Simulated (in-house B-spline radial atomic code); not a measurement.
Values are calculated unless marked as measured or tabulated.
## Building a PAW p channel for O, r_c = 1.01 bohr

O, [He] 2s2 2p4, non-relativistic LDA (VWN5), spherical and spin-unpolarised, from an all-electron radial atomic-structure program (B-spline basis) (atomic units; all potentials screened as in the neutral atom).

Two all-electron partial waves φ1, φ2 are integrated outwards at E1 = ε(2p) = -0.338381 and E2 = E1 + 1.5 hartree; φ1 is the bound orbital and φ2 has unit norm inside r_c = 1.0141 bohr. Smooth partners are polynomials, r^2(a0 + a1 r² + a2 r⁴ + a3 r⁶), matched to φ and three derivatives at r_c, with no condition on the norm. The local potential is -10.2959 + (21.1135) r² + (-19.4792) r⁴ + (6.84936) r⁶ inside 0.8303 bohr and the all-electron one outside.

```csv
wave,φ(r_c),φ'(r_c),a0,a1,a2,a3
1,0.8164147,-0.2485779,3.290358,-4.679712,2.885943,-0.6767536
2,0.6496842,-2.579416,6.051648,-10.26535,6.38949,-1.49
```

Inside r_c the overlaps are <φi φj> = [[0.44101, 0.64812], [0.64812, 1.00000]] and, for the smooth waves, [[0.35284, 0.47740], [0.47740, 0.67262]]. With χj = (Ej − T − V_local) applied to smooth wave j, the program's quadrature gives the matrix B_ij = <smooth i, χj> as [[-0.27620, -0.63862], [-0.38254, -0.89539]].

(1) Check the match of the first wave, and find the augmentation charges q_ij.

(2) B isn't symmetric. Show that D_ij = B_ij + Ej q_ij is.

Solving (T + V_local + Σ p D p) ψ = E (1 + Σ p q p) ψ in a sphere of 9 bohr gives these levels:

```csv
all-electron,one projector,two projectors
-0.338379,-0.338379,-0.338379
0.088613,0.088851,0.088613
0.340285,0.341527,0.340285
0.738469,0.742606,0.738469
1.270740,1.281330,1.270740
```

(3) What does the second projector gain?

## Answers

(1) At r_c the four terms are 3.38380, -4.94928, 3.13886, -0.75697, which sum to 0.8164, φ1(r_c) to rounding. q_ij is the all-electron overlap less the smooth one: [[0.08818, 0.17072], [0.17072, 0.32738]]. The smooth first wave has a norm of 0.3528 inside r_c against 0.4410, and q11 > 0 puts back the missing charge.

(2) Integrating by parts gives B12 − B21 = (E1 − E2) q12: -0.63862 − (-0.38254) = -0.25608, and −1.5 × (0.17072) = -0.25608. So D12 = -0.63862 + (1.161619)(0.17072) = -0.44031 and D21 = -0.38254 + (-0.338381)(0.17072) = -0.44031; D11 = -0.30604, D22 = -0.51510. The projectors, p = (B⁻¹)ᵀ χ, are dual to the smooth waves; det B = 0.003, small beside B11 B22, as the two smooth waves look alike inside r_c.

(3) With one projector the errors are 0.00, +0.24, +1.24, +4.14, +10.59 millihartree. With two the errors are 0.00, 0.00, 0.00, 0.00, 0.00 millihartree. The scattering is exact at E1 and at E2 = 1.162, and over all levels compared the largest error is under 0.01 millihartree. The lowest eigenvalue of the overlap operator is 1 with one and 0.944 with two projectors. The smooth orbital alone needs a cutoff of 26.2 hartree for 1 millihartree of kinetic energy, against 51.6 for a norm-conserving Troullier-Martins orbital of the same radius; part of the gain comes from giving up the norm, part from the simpler form.
